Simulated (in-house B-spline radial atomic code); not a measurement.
# Solving the quasi-particle equation for 2p up of the oxygen ion O⁺

Configuration [He] 2s2 2p3, highest spin, start PBE0. Computed with an all-electron radial atomic-structure program (B-spline basis): all electrons, non-relativistic, point nucleus, each spin shell either full or empty, empty states to l = 9 with an (l + 1/2)⁻⁴ tail; G0W0 by contour deformation at full frequency.

At the mean-field level ε = -28.979 eV the matrix elements are Σx = -33.323 eV, v_xc = -26.082 eV and Σc(ε) = 0.867 eV, and the slope of the correlation self-energy is dΣc/dω = -0.0689. The quasi-particle energy solves E = ε + Σx − v_xc + Σc(E).

Question: What does the linearised equation give?

Answer: Z = 1/(1 − dΣc/dω) = 1/1.0689 = 0.9355. The first-order shift is Σx − v_xc + Σc(ε) = -33.323 − (-26.082) + (0.867) = -6.374 eV, so E ≈ ε + Z × shift = -28.979 + 0.9355 × (-6.374) = -34.942 eV.

Question: How does that compare with the full solution and with static screening?

Answer: Solving the equation at full frequency dependence gives E = -34.892 eV, where Σc = 1.327 eV and the weight is 0.919; the linearised value is off by 49 meV. Leaving Z out would give -35.353 eV. Static COHSEX puts -1.843 eV in place of Σc and gives -38.063 eV, 3.17 eV deeper. The tabulated removal energy is 35.121 eV (NIST, measured); the run leaves out relativity, Breit and QED terms.
